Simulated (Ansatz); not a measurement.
Geometry optimisation, RKS PBE-D4/def2-SVP (Ansatz 0.2.0).

Input file:

```yaml
crystal:
  periodic: [false, false, false]
  atoms:
    - { symbol: Al, position_ang: [0.0, 0.0, 0.0] }
    - { symbol: H, position_ang: [0.0, 0.0, 1.91] }
    - { symbol: O, position_ang: [1.5415, 0.0, -0.89] }
    - { symbol: H, position_ang: [1.8414, -0.9519, -1.0449] }
    - { symbol: O, position_ang: [-1.5415, 0.0, -0.89] }
    - { symbol: H, position_ang: [-2.0512, -0.8467, -0.6815] }
    - { symbol: S, position_ang: [0.1147, 2.4267, 0.8072] }
    - { symbol: H, position_ang: [0.6673, 2.4659, 2.093] }
    - { symbol: H, position_ang: [0.0463, 0.9785, 1.9592] }
basis:
  gaussian: { orbitals: def2-SVP }
hamiltonian:
  xc: pbe
  dispersion: d4
relax:
  f_tol: 0.15
  max_steps: 25
  restrain:
    - { distance: [0, 6], at: 2.26, k: 30.0 }
    - { distance: [8, 1], at: 0.66, k: 30.0 }
    - { distance: [0, 1], at: 2.76, k: 30.0 }
    - { distance: [8, 6], at: 2.6, k: 30.0 }
```

Launched with:

```bash
$ ansatz run input.yaml --threads 2 --pin off --max-ram 3072MiB --backend cpu --events-out ev --progress --plain --runs-dir out
```

**Question.** Where does it end, and by what steps?

**Answer.** It converged. The restraints hold the end off the free minimum. After 9 steps the energy has fallen by 2.324 eV (the restraints' own energy left out); H8 moved furthest, 1.18 Å. Joined: H2–H9.

```
step  energy less start (eV)  largest force component (eV/Å)  accepted
   0                  0.0000                           2.845       yes
   1                 -0.4779                           3.806       yes
   2                 -1.0119                           3.398       yes
   3                 -1.5770                           3.447       yes
   4                 -1.8740                           2.861       yes
   5                 -2.1260                           1.749       yes
   6                 -2.1988                           1.816       yes
   7                 -2.2529                           1.835       yes
   8                 -2.3071                           1.841       yes
   9                 -2.3239                           1.899       yes
```

```xyz
9
Properties=species:S:1:pos:R:3
Al -0.103 0.582 -0.143
H 0.038 -0.257 2.482
O 1.441 -0.127 -0.358
H 1.639 -0.815 -1.010
O -1.604 -0.017 -0.713
H -1.727 -0.861 -1.175
S -0.167 2.593 0.841
H 1.184 2.535 1.029
H -0.083 0.438 2.310
```

Whether the end is a true minimum wasn't checked by a vibrational analysis.

Run time: 13 s on 2 threads of Arm Neoverse V2 (shared host), peak memory 0.13 GiB.
